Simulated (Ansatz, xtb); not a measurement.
C6H3FN2: which of two isomers lies lower

Structure a: `C#Cc1nccnc1F`, a singlet. Structure b: `C#Cc1cnc(F)cn1`, a singlet. Both are isolated molecules in the gas phase, relaxed with PBE0-D3(BJ)/def2-SVP.

Task: Estimate E(b) − E(a) at the level CCSD(T)/def2-SVP + ΔMP2/def2-TZVPP.

Result: CCSD(T)/def2-SVP + ΔMP2/def2-TZVPP gives E(b) − E(a) = −0.022 eV, slightly favouring structure b, which is too small a margin to settle the true order.

How the difference moves with the method:

```tsv
level	geometry	E(b) − E(a) (eV)	departure from the last row (eV)	job, with rough time for the two
GFN2-xTB	GFN2-xTB	−0.026	−0.003	optimisation, 0.14 s
HF/STO-3G	GFN2-xTB	−0.013	+0.010	single point, 0.46 s
r2SCAN-D4/def2-SVP	GFN2-xTB	+0.007	+0.030	single point, 3.1 s
PBE0-D3(BJ)/def2-SVP	PBE0-D3(BJ)/def2-SVP	−0.005	+0.018	optimisation, 34 s
HF/def2-SVP	PBE0-D3(BJ)/def2-SVP	−0.034	−0.011	part of the CCSD(T) run
MP2/def2-SVP	PBE0-D3(BJ)/def2-SVP	−0.002	+0.021	part of the CCSD(T) run
CCSD(T)/def2-SVP	PBE0-D3(BJ)/def2-SVP	−0.006	+0.016	single point
CCSD(T)/def2-SVP + ΔMP2/def2-TZVPP	PBE0-D3(BJ)/def2-SVP	−0.022		single point, 61 s
```

As drawn, both hold the same kinds of bond in the same numbers.

The largest departure from CCSD(T)/def2-SVP + ΔMP2/def2-TZVPP is that of r2SCAN-D4/def2-SVP, 0.030 eV. The last row adds to CCSD(T) the change of the MP2 difference between the two basis sets, here −0.016 eV.

With thermal terms from frequencies at re-optimised GFN2-xTB minima (ideal gas, soft modes damped towards free rotors, one conformer each, 298.15 K, 1 atm): on the last row, ΔE + ΔZPE = −0.024, ΔH = −0.025, ΔG = −0.023 eV.

The correlated steps freeze 9 core orbitals. Programs: Ansatz 0.2.0, xtb 6.7.1; the last row on 2 threads of Intel(R) Xeon(R) 6975P-C (Granite Rapids) on a shared host.
